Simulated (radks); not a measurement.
Task: Lu60+, 11 electrons, occupied as [Ne] 3s1 (the NIST ground configuration). Method: Dirac Kohn-Sham, PBE, spin-unpolarised, spherical densities, finite nucleus; Fermi nuclear charge, rms radius 5.37 fm; computed with a radial shooting solver on a logarithmic mesh with Libxc functionals. Some entries of the table are withheld. Estimate them.

orbital  occ.  eigenvalue (eV)  <1/r> (bohr^-1)
1s1/2       2        -68205.60              (1)
2s1/2       2              (2)              (3)
2p1/2       2              (4)            20.14
2p3/2       4              (5)            17.23
3s1/2       1              (6)              (7)

Result: 
(1) 1s1/2 <1/r> (bohr^-1): 82.23
(2) 2s1/2 eigenvalue (eV): -15505.05
(3) 2s1/2 <1/r> (bohr^-1): 20.22
(4) 2p1/2 eigenvalue (eV): -15092.17
(5) 2p3/2 eigenvalue (eV): -13934.55
(6) 3s1/2 eigenvalue (eV): -6408.172
(7) 3s1/2 <1/r> (bohr^-1): 8.260
